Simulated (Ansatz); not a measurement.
`[F][Hf]([Cl])([Cl])[Br]` and `C#[C][Hf]([F])([Cl])[Cl]` differ in one atom or group.

Ansatz, PBE0-D4/def2-TZVP geometries, multiplicity 1. 

Elements past krypton have def2 core potentials. Scalar relativity is left out up to krypton. Spin–orbit coupling is left out; it splits and shifts lone-pair levels of the heavy atoms by tenths of an eV.

| property | `[F][Hf]([Cl])([Cl])[Br]` |
| --- | --- |
| HOMO–LUMO gap (B3LYP/def2-TZVPP) / eV | 6.75 |
| HOMO energy (PBE0/def2-TZVPP) / eV | -9.22 |
| size of the dipole moment (ωB97M-V/def2-TZVPP) / D | 0.07 |
| LUMO energy (PBE0/def2-TZVPP) / eV | -2.00 |
| ideal-gas entropy at 298 K and 1 bar (rigid rotor, harmonic PBE0-D4/def2-TZVP) / J/(mol·K) | 396 |
| HOMO–LUMO gap (PBE0/def2-TZVPP) / eV | 7.23 |

Question: Give the same properties after the change, and the shifts. (An estimate is asked.)

Answer: Ansatz gave: 
| property | `C#[C][Hf]([F])([Cl])[Cl]` | shift |
| --- | --- | --- |
| HOMO–LUMO gap (B3LYP/def2-TZVPP) / eV | 6.00 | -0.75 |
| HOMO energy (PBE0/def2-TZVPP) / eV | -8.76 | 0.46 |
| size of the dipole moment (ωB97M-V/def2-TZVPP) / D | 1.51 | 1.44 |
| LUMO energy (PBE0/def2-TZVPP) / eV | -2.30 | -0.30 |
| ideal-gas entropy at 298 K and 1 bar (rigid rotor, harmonic PBE0-D4/def2-TZVP) / J/(mol·K) | 409 | 13 |
| HOMO–LUMO gap (PBE0/def2-TZVPP) / eV | 6.46 | -0.77 |

With PBE0 the HOMO rises by 0.46 eV and the LUMO falls by 0.30 eV, so the gap narrows by about 0.76 eV. PBE moves the HOMO by 0.37 eV and ωB97M-V by 0.42 eV. The zero-point energy changes by 45.4 kJ/mol with +6 modes. Dipoles are sizes alone; their direction can turn.

Positive LUMOs are unbound, so they and the gaps depend on the basis.

B3LYP here is the variant with VWN-RPA as its local correlation; programs differ in this.
